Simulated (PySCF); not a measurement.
Cl4Ge, SMILES [Cl][Ge-]([Cl])([Cl])[Cl] (connectivity only; charge and spin as stated), charge -1, multiplicity 2.

Geometry optimised at PBE0-D3(BJ)/def2-SVPD.

The numbers are results of PBE/def2-SVPD (PySCF), not measurements.

The molecule is in vacuum.

```
Quantity                                                             Result
------------------------------------------------  -------------------------
total energy                                            -3916.18314 hartree
point group                                                             C2v
α spin, highest occupied and lowest empty level           -0.93 and 2.57 eV
β spin, highest occupied and lowest empty level          -3.20 and -0.40 eV
dipole moment about the centre of nuclear charge                     0.06 D
mean static polarisability                           121.3 bohr³ (17.98 Å³)
polarisability, principal values                  108.5, 111.6, 143.8 bohr³
⟨S²⟩                                                0.751 (pure state 0.75)
```
